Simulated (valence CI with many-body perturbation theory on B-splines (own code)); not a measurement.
## Sn⁴³⁺: what the settings do

Computed by configuration interaction combined with many-body perturbation theory (CI+MBPT): five valence electrons over a frozen Dirac-Fock core [He], a basis of 6 s, 6 p, 5 d, 3 f, 1 g functions for each j, with the one-electron correlation potential Σ1 (screened to all orders), the two-electron term Σ2, the three-electron term Σ3, Breit, model QED; selected single and double excitations, second order for the rest, scaled by the run's own slope (own B-spline code, finite nucleus).

No measured spectrum was set against this ion. As an estimate, large intervals hold to a few tenths of a per cent, small ones and those within an open d or f shell to about a per cent. Among the levels kept, up to 1900 cm⁻¹ of a level comes from second order outside the variational space, and about a tenth of that is noise between levels of different J, which matters for small intervals.

The reference run has the lowest level (2s^2 2p1/2^2 2p3/2) J=3/2 and an ionisation energy of 7074.18 eV. Its largest variational space holds 9999 state functions.

Levels are named by their leading jj configuration (3d3/2^4 stands for four electrons in 3d with j = 3/2), which in mixed levels can hold well under half, so a name can repeat and another be missing. Letters in brackets count levels of one name in rising energy.

Changed runs:
A. orbitals per symmetry with explicit Σ2 and valence Breit (the others get mean screening factors) 5 → 3
B. highest l with Σ1, explicit Σ2 and valence Breit (higher l get mean screening factors) 3 → 1; core polarisation of operators on → off
C. highest l in the core sums 6 → 4
D. box radius (bohr) 1.3265 → 0.29 (bad on purpose)

Excitation energies of the reference run in cm⁻¹, and shifts in cm⁻¹:

```tsv
Level	Reference	A	B	C
(2s^2 2p1/2 2p3/2^2) J=3/2	1815660	-133	-184	+3.6
(2s^2 2p1/2 2p3/2^2) J=5/2	1967620	-194	-37	+3.6
(2s^2 2p1/2 2p3/2^2) J=1/2	2190350	+101	+252	+3.4
(2s 2p1/2^2 2p3/2^2) J=5/2	3397230	-17	+181	-17
(2s 2p1/2^2 2p3/2^2) J=1/2	3892890	+299	+650	-17
(2s 2p1/2^2 2p3/2^2) J=3/2	3905080	+100	+468	-17
(2s^2 2p3/2^3) J=3/2	4014580	-60	+17	+6.8
(2s 2p1/2 2p3/2^3) J=3/2 [a]	5371120	+44	+197	-14
(2s 2p1/2 2p3/2^3) J=5/2	5612410	-71	+387	-14
(2s 2p1/2 2p3/2^3) J=1/2	5869780	+71	+445	-14
(2s 2p1/2 2p3/2^3) J=3/2 [b]	5963610	+12	+462	-14
(2p1/2^2 2p3/2^3) J=3/2	7714330	+292	+1116	-34
Ionisation energy (eV)	7074.18	-0.037	-0.07	+0.0026
```

Run D: It gave no result. The program said: "need at least one array to concatenate".
